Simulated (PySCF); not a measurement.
Harmonic spectrum computed at PBE0 in the def2-SVP basis family (core potentials from Rb on, PySCF, no spin–orbit coupling):

| symmetry | ω (cm⁻¹) | IR (km/mol, summed over degenerate members) |
| --- | --- | --- |
| e | 164 | 0.0 |
| a1 | 212 | 2.5 |
| a1 | 311 | 0.7 |
| e | 815 | 258 |

Problem. Which molecule gave it? In each, all ligands are bound to the one heavy central atom.
A. SbBr₃ (singlet)
B. IBr₃ (singlet)
C. CBr₃ (doublet)
D. GaBr₃ (singlet)

Solution. C. It has C3v symmetry with C–Br 1.862 Å (×3).
